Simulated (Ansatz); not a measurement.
Relaxation of AlGaH6O3 (11 atoms, charge 0, multiplicity 1), to a largest force component of 0.03 eV/Å in at most 50 steps.

All numbers below come from Ansatz, RKS PBE-D4/def2-SVP.

```xyz
11
Properties=species:S:1:pos:R:3
Ga -0.017 0.495 -0.067
H -0.416 -0.917 2.283
O 1.561 -0.143 -0.656
H 1.458 -0.814 -1.355
O -1.637 0.064 -0.714
H -1.583 -0.617 -1.410
O 0.074 1.733 1.214
Al 0.942 2.854 2.183
H 1.617 2.310 3.526
H 0.978 4.387 1.738
H -0.312 -0.203 2.224
```

Task: Where does it end, and by what steps?

Result: The forces met the threshold. After 27 steps the energy has fallen by 0.116 eV; H9 moved furthest, 1.05 Å.

```json
{"step": "0", "energy less start (eV)": "0.0000", "largest force component (eV/Å)": "1.920", "accepted": "yes"}
{"step": "1", "energy less start (eV)": "-0.0751", "largest force component (eV/Å)": "0.145", "accepted": "yes"}
{"step": "2", "energy less start (eV)": "-0.0794", "largest force component (eV/Å)": "0.107", "accepted": "yes"}
{"step": "3", "energy less start (eV)": "-0.0804", "largest force component (eV/Å)": "0.276", "accepted": "yes"}
{"step": "4", "energy less start (eV)": "-0.0824", "largest force component (eV/Å)": "0.115", "accepted": "yes"}
{"step": "5", "energy less start (eV)": "-0.0735", "largest force component (eV/Å)": "0.451", "accepted": "no"}
{"step": "6", "energy less start (eV)": "-0.0850", "largest force component (eV/Å)": "0.094", "accepted": "yes"}
{"step": "7", "energy less start (eV)": "-0.0861", "largest force component (eV/Å)": "0.133", "accepted": "yes"}
{"step": "8", "energy less start (eV)": "-0.0896", "largest force component (eV/Å)": "0.125", "accepted": "yes"}
{"step": "9", "energy less start (eV)": "-0.0910", "largest force component (eV/Å)": "0.105", "accepted": "yes"}
{"step": "10", "energy less start (eV)": "-0.0933", "largest force component (eV/Å)": "0.137", "accepted": "yes"}
{"step": "11", "energy less start (eV)": "-0.0947", "largest force component (eV/Å)": "0.194", "accepted": "yes"}
{"step": "12", "energy less start (eV)": "-0.0958", "largest force component (eV/Å)": "0.159", "accepted": "yes"}
{"step": "13", "energy less start (eV)": "-0.0936", "largest force component (eV/Å)": "0.114", "accepted": "no"}
{"step": "14", "energy less start (eV)": "-0.0983", "largest force component (eV/Å)": "0.067", "accepted": "yes"}
{"step": "15", "energy less start (eV)": "-0.1003", "largest force component (eV/Å)": "0.114", "accepted": "yes"}
{"step": "16", "energy less start (eV)": "-0.1023", "largest force component (eV/Å)": "0.140", "accepted": "yes"}
{"step": "17", "energy less start (eV)": "-0.1053", "largest force component (eV/Å)": "0.120", "accepted": "yes"}
{"step": "18", "energy less start (eV)": "-0.0982", "largest force component (eV/Å)": "0.344", "accepted": "no"}
{"step": "19", "energy less start (eV)": "-0.1080", "largest force component (eV/Å)": "0.098", "accepted": "yes"}
{"step": "20", "energy less start (eV)": "-0.1100", "largest force component (eV/Å)": "0.223", "accepted": "yes"}
{"step": "21", "energy less start (eV)": "-0.1119", "largest force component (eV/Å)": "0.153", "accepted": "yes"}
{"step": "22", "energy less start (eV)": "-0.1133", "largest force component (eV/Å)": "0.091", "accepted": "yes"}
{"step": "23", "energy less start (eV)": "-0.1149", "largest force component (eV/Å)": "0.071", "accepted": "yes"}
{"step": "24", "energy less start (eV)": "-0.1156", "largest force component (eV/Å)": "0.056", "accepted": "yes"}
{"step": "25", "energy less start (eV)": "-0.1160", "largest force component (eV/Å)": "0.039", "accepted": "yes"}
{"step": "26", "energy less start (eV)": "-0.1162", "largest force component (eV/Å)": "0.031", "accepted": "yes"}
{"step": "27", "energy less start (eV)": "-0.1163", "largest force component (eV/Å)": "0.020", "accepted": "yes"}
```

```xyz
11
Properties=species:S:1:pos:R:3
Ga 0.124 0.492 0.099
H -0.301 -1.547 1.923
O 1.518 -0.340 -0.676
H 1.256 -0.843 -1.469
O -1.574 0.462 -0.500
H -1.676 -0.089 -1.297
O 0.463 1.481 1.539
Al 0.870 3.022 2.174
H 1.003 3.134 3.759
H 1.091 4.249 1.171
H -0.108 -0.872 2.246
```

Whether the end is a true minimum wasn't checked by a vibrational analysis.

Time of the run: 43 s on 4 threads of Arm Neoverse V2, on a shared host, peak memory 0.17 GiB.
